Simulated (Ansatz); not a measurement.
Start from `[AlH2][BH][Al]([Cl])[Br]` and change one atom or group to get `[Cl][Al]([Cl])[Br]`.

Ansatz, PBE0-D4/def2-TZVP geometries, multiplicity 1. Each molecule was computed in one conformer, which needn't be the lowest.

Scalar relativity is left out up to krypton.

```
                                                                                  property  `[AlH2][BH][Al]([Cl])[Br]`
                                                         HOMO energy (PBE/def2-TZVPP) / eV                       -6.39
                                                        HOMO energy (PBE0/def2-TZVPP) / eV                       -7.49
                                                      HOMO–LUMO gap (PBE0/def2-TZVPP) / eV                        4.30
                                                         LUMO energy (PBE/def2-TZVPP) / eV                       -4.13
                                                       HOMO–LUMO gap (PBE/def2-TZVPP) / eV                        2.26
ideal-gas entropy at 298 K and 1 bar (rigid rotor, harmonic PBE0-D4/def2-TZVP) / J/(mol·K)                         415
```

Q: What does the change do to each property? (An estimate is asked.)

A: Computed: 
```tsv
property	`[Cl][Al]([Cl])[Br]`	shift
HOMO energy (PBE/def2-TZVPP) / eV	-7.64	-1.25
HOMO energy (PBE0/def2-TZVPP) / eV	-8.96	-1.47
HOMO–LUMO gap (PBE0/def2-TZVPP) / eV	7.60	3.30
LUMO energy (PBE/def2-TZVPP) / eV	-2.20	1.93
HOMO–LUMO gap (PBE/def2-TZVPP) / eV	5.44	3.18
ideal-gas entropy at 298 K and 1 bar (rigid rotor, harmonic PBE0-D4/def2-TZVP) / J/(mol·K)	334	-81
```

With PBE0 the HOMO falls by 1.47 eV and the LUMO rises by 1.83 eV, so the gap widens by about 3.30 eV. PBE moves the HOMO by -1.25 eV and ωB97M-V by -1.66 eV. The zero-point energy changes by -60.8 kJ/mol with -12 modes. Modes under 60 cm⁻¹, often nearly free rotors, make the harmonic entropy too high.

Spin–orbit coupling is left out; it splits and shifts lone-pair levels of the heavy atoms by tenths of an eV.
